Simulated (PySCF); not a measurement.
Kr(21+) (krypton, charge +21): MN15 calculation

Configuration: [Ne] 3s2 3p3, high-spin 4S determinant. Computed with PySCF 2.14 in an even-tempered Gaussian basis (17 s from 2.2 bohr⁻², ratio 2.5; 11 p from 2.9 bohr⁻², ratio 2.5; 5 d from 13 bohr⁻², ratio 2.7; 4 f from 20 bohr⁻², ratio 2.7), with no relativity, point nucleus.

* Total energy: -2487.104 hartree
* One-electron energy: -2915.417 hartree
* Hartree (Coulomb) energy: 496.658 hartree
* Exchange-correlation energy: -68.345 hartree
* Kinetic energy: 2487.16606 hartree
* ⟨S²⟩: 3.7501
* ⟨L²⟩: 0.000
* Sum of ⟨r⟩: 3.699 bohr
* Sum of ⟨r²⟩: 1.469 bohr²
* Density at the nucleus (Gaussians lack the cusp): 32900 bohr⁻³
* Spin density at the nucleus: -15.3 bohr⁻³

```
shell  electrons  mean orbital energy (hartree)  rms radius, mean of both spins (bohr)
 1s α          1                     -542.70201                                 0.0492
 1s β          1                     -542.64495                                 0.0492
 2s α          1                      -98.07515                                  0.203
 2s β          1                      -97.69439                                  0.203
 2p α          3                      -92.53154                                  0.176
 2p β          3                      -92.40144                                  0.176
 3s α          1                      -35.69328                                  0.499
 3s β          1                      -35.39100                                  0.499
 3p α          3                      -33.85723                                  0.482
```

Spin-orbit coupling is strong in this species (close to jj coupling), so the high-spin LS determinant is a model state, not a physical level.
